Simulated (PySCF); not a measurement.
# Vertical excitation energies

Species: cyclo-(H2GeO)4.
Geometry (PBE0-D3(BJ)/def2-SVP, Å), atoms numbered from 1 in this order:
```
atom  x, y, z in Å
Ge1    1.0295    0.2123   -1.8899
H2     1.3468    0.8217   -3.2576
H3     1.8843   -1.0046   -1.4935
O4    -0.6692   -0.2782   -1.9217
Ge5   -1.9463   -0.6200   -0.7472
H6    -2.9068   -1.6158   -1.4040
H7    -2.5778    0.7136   -0.3131
O8    -1.2728   -1.4119    0.6817
Ge9    0.1860   -1.3786    1.6796
H10   -0.2057   -1.9081    3.0624
H11    1.2890   -2.1757    0.9623
O12    0.7492    0.2833    1.8919
Ge13   0.7336    1.7903    0.9666
H14   -0.7085    2.3258    0.9230
H15    1.7592    2.7229    1.6157
O16    1.2750    1.4890   -0.6896
```

Level of theory: TDDFT wB97X-D/def2-SVPD, vertical, gas phase, core orbitals frozen in the response (PySCF). The wB97X-D/def2-SVPD calculation is non-relativistic and has no spin–orbit coupling, an omission that weighs most on germanium.

Problem. What does the calculation give for the low-lying excited states?

Solution. 

```
state  λ (nm)  E (eV)       f           main configurations (H = HOMO, L = LUMO)
   S1   168.3    7.37  0.0043     H-1/H→L+1 (≥42%), H-1/H→L (≥17%), H-2→L+3 (9%)
   S2   168.1    7.38  0.0033    H-1/H→L+1 (≥42%), H-1/H→L (≥16%), H-2→L+2 (13%)
   S3   167.5    7.40  0.0010  H-1/H→L+2 (≥31%), H-1/H→L+3 (≥28%), H-2→L+4 (20%)
   S4   165.3    7.50   0.052       H-2→L+1 (35%), H-1/H→L+3 (≥10%), H-2→L (10%)
   S5   162.1    7.65  0.0078                     H-1/H→L+4 (≥41%), H-2→L+2 (9%)
   S6   161.9    7.66  0.0099                     H-1/H→L+4 (≥50%), H-2→L+3 (9%)
   S7   160.6    7.72  0.0022                 H-1/H→L+2 (≥33%), H-1/H→L+3 (≥18%)
   S8   159.3    7.78  0.0021                 H-1/H→L+2 (≥33%), H-1/H→L+3 (≥32%)
   S9   155.9    7.95   0.082                   H-1/H→L (≥55%), H-1/H→L+1 (≥10%)
  S10   155.8    7.96   0.080                   H-1/H→L (≥54%), H-1/H→L+1 (≥10%)
  S11   152.9    8.11  0.0000          H-4→L+1 (56%), H-4→L (16%), H-2→L+4 (11%)
  S12   152.6    8.13   0.070      H-2→L (42%), H-1/H→L+2 (≥9%), H-1/H→L+3 (≥9%)
  S13   150.6    8.23  0.0031                         H-3→L+1 (49%), H-3→L (25%)
  S14   150.4    8.24   0.029          H-2→L+1 (27%), H-2→L (19%), H-4→L+4 (14%)
```

Triplets, Tamm–Dancoff:

```tsv
state	E (eV)	λ (nm)	main configurations (H = HOMO, L = LUMO)
T1	6.94	178.5	H-1/H→L+1 (≥53%), H-2→L+3 (9%)
T2	6.95	178.4	H-1/H→L+1 (≥50%), H-2→L+2 (12%)
T3	7.03	176.3	H-1/H→L+2 (≥28%), H-1/H→L+3 (≥25%), H-2→L+4 (18%)
T4	7.05	175.8	H-2→L+1 (36%), H-1/H→L+3 (≥10%), H-1/H→L+2 (≥9%)
```

The lowest singlet level (S1/S2) lies at 7.37 eV (168 nm, vacuum ultraviolet) and is weak. The most intense listed level is S9/S10 at 7.95 eV (156 nm, f = 0.162 summed), 0.59 eV above S1. S1/S2 and S9/S10 lie within about 0.01 eV of each other in each set. Löwdin shares by element: HOMO (one of a set within 0.03 eV) oxygen 54% (atoms not listed hold the other 46%); LUMO germanium 57% (atoms not listed hold the other 43%). Orbital energies (eV): HOMO-3 -10.89, HOMO-2 -10.42, HOMO-1 -10.10, HOMO -10.10, LUMO 1.66, LUMO+1 1.81, LUMO+2 1.86. Of the 14 states listed, 5 reach f = 0.01 and 1 stays under 0.0005. Weighted by f, the mean energy of these states is 7.92 eV. Orbitals of the list HOMO-3 to LUMO+2 that lie within 0.01 eV of each other are written together with a slash and their weights summed (≥ marks a lower bound); for degenerate orbitals outside that list single weights are arbitrary. Only the lowest 15 singlets were computed, as vertical energies without vibronic structure. The highest level found (8.36 eV, f 0.026 so far) is left out, since the window may have cut off a degenerate partner.

One conformer stands for the species.
